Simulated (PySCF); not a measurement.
Compound: C₅H₆F₂O.
Z-matrix (Å and degrees, PBE0-D3(BJ)/def2-SVP geometry), rows numbered from 1:
```
F 
C   1  1.3305
F   2  1.3457  1  108.06
O   2  1.3638  1  106.95  3   119.09
C   4  1.3713  2  114.21  1   169.68
C   5  1.4892  4  129.02  2  -102.03
C   5  1.4600  4  129.06  2   176.17
C   5  1.4863  4  129.10  2    94.21
H   2  1.1056  1  110.21  3  -118.03
H   6  1.0959  5  115.46  7   105.66
H   6  1.1002  5  120.58  7  -109.19
H   7  1.0882  5  130.27  6  -118.41
H   8  1.0953  5  115.21  7  -106.18
H   8  1.0999  5  120.47  7   109.25
```

Linear response at wB97X-D/def2-SVPD (PySCF, frozen core in the response, non-relativistic).

Static isotropic polarisability: 61.35 au (9.09 Å³), principal values 54.9, 61.6, 67.6 au.

What is the polarisability at 1064 nm and at the sodium D line?

61.73 au at 1064 nm (+0.6 %), 62.60 au at 589.3 nm (+2.0 %). The rise at 589.3 nm is 3.33 times that at 1064 nm; a pure ω² law gives 3.26. The lowest singlet lies at 164 nm, shorter than both wavelengths.

What is the isotropic C6 coefficient between two such molecules, C6 = (3/π)∫α(iω)² dω?

1818 au (Eh·bohr⁶) by a ten-point quadrature over imaginary frequencies, which is 1090 eV·Å⁶ or 105 J·nm⁶/mol.

Which effective excitation energy ω̄ makes London's formula C6 = (3/4)α²ω̄ exact here?

ω̄ = 4·C6/(3α²) = 0.644 Eh = 17.5 eV. A one-pole form α(ω) = α/(1 − ω²/ω̄²) fitted to the 1064 nm value gives 14.9 eV. London's choice of the ionisation energy (9.60 eV, ΔSCF at the same level) gives C6 = 996 au, 45 % too low.

What molar refraction at the D line follows from R = (4π/3)·N_A·α′, with α′ the polarisability volume?

α′ = 9.28 Å³ gives R = 23.40 cm³/mol, for isolated, non-vibrating species.

The lowest 6 singlets have (eV, f): 7.57, 0.036; 7.83, 0.009; 8.25, 0.096; 8.29, 0.017; 8.65, 0.012; 8.68, 0.012. What share of the static polarisability do they carry in the sum over states α = Σ f/ω²?

2.03 au, 3.3 % of α; the largest term, 1.04 au, is that of the state at 8.25 eV. Their oscillator strengths add up to 0.18. Higher states carry the rest.

How many electrons N does the Slater–Kirkwood formula C6 = (3/4)·√N·α^(3/2) need to give this C6?

N = (4·C6/3)²/α³ = 25.4; the species has 62 electrons in all.

What n − 1 at the D line would an ideal gas of it have at 273.15 K and 1 atm (2.6868 × 10¹⁹ cm⁻³), by n − 1 = 2π·N·α′?

15.66 × 10⁻⁴, a formal value whether or not that pressure can be reached.

How anisotropic is the static polarisability, by Δα² = ½[(α1 − α2)² + (α2 − α3)² + (α3 − α1)²]?

Δα = 11.0 au, or 0.18 of the isotropic value.

What three-body coefficient follows from the one-pole estimate C9 = (3/4)·α·C6?

83700 au. This is an estimate from the two numbers above, not a computed integral.

Time: 44 s of wall time. Hardware: Arm Neoverse V1, one thread, shared host. This is the whole response run at wB97X-D/def2-SVPD, SCF included.

One conformer stands for the species.

The pairwise dispersion term of wB97X-D wasn't added to the energies; at a given geometry it leaves orbitals and properties as they are.
